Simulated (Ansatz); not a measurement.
CH7OSi2, SMILES `CO[SiH][SiH3]` radical, 11 atoms. Charge 0, multiplicity 2. Hardware: A = 2 threads of an AMD EPYC 7R13 on a shared host; B = 2 threads of an AMD EPYC 7R13 on a shared host and a share of an NVIDIA H100 80 GB. Correlated methods freeze the cores. Open-shell runs search over several starts.

Task: Give the basis size and wall time and peak host memory of each of these runs in Ansatz. UKS PBE0-D4/def2-SVP energy [A]; UKS ωB97M-V/def2-QZVPP energy [B]; UKS PBE0-D4/def2-QZVPP energy [B]; UKS PBE0-D4/def2-TZVP frequencies [B]; UHF-CCSD(T)/cc-pV(D+d)Z energy [B]; UKS r2SCANh-D4/def2-TZVPP energy [A]; UHF-CCSD(T)/cc-pV(T+d)Z energy [B]; UKS PBE0-D4/def2-TZVP relaxation (15 steps) [B]; UKS r2SCAN0-D4/def2-TZVPP energy [A]; UKS ωB97M-V/def2-SVP energy [A]; UKS PBE0-D4/def2-TZVPP energy [A]; direct RPA on PBE orbitals/def2-TZVPP energy [A]. (Estimate.)

Result: Ansatz gave: Other jobs shared the machine, so times are rough.

```csv
level,job,functions,wall time,peak host memory (GiB)
UKS PBE0-D4/def2-SVP,energy [A],99,2.1 s,0.46
UHF-CCSD(T)/cc-pV(D+d)Z,energy [B],109,3.4 s,0.78
UKS PBE0-D4/def2-QZVPP,energy [B],464,6 s,1.1
UKS ωB97M-V/def2-QZVPP,energy [B],464,6.5 s,1.3
UKS PBE0-D4/def2-TZVPP,energy [A],244,7 s,0.77
UHF-CCSD(T)/cc-pV(T+d)Z,energy [B],236,7 s,0.81
UKS ωB97M-V/def2-SVP,energy [A],99,8 s,0.48
direct RPA on PBE orbitals/def2-TZVPP,energy [A],244,9 s,0.72
UKS r2SCAN0-D4/def2-TZVPP,energy [A],244,12 s,0.83
UKS r2SCANh-D4/def2-TZVPP,energy [A],244,12 s,0.82
UKS PBE0-D4/def2-TZVP,relaxation (15 steps) [B],178,39 s,0.84
UKS PBE0-D4/def2-TZVP,frequencies [B],178,87 s,0.84
```
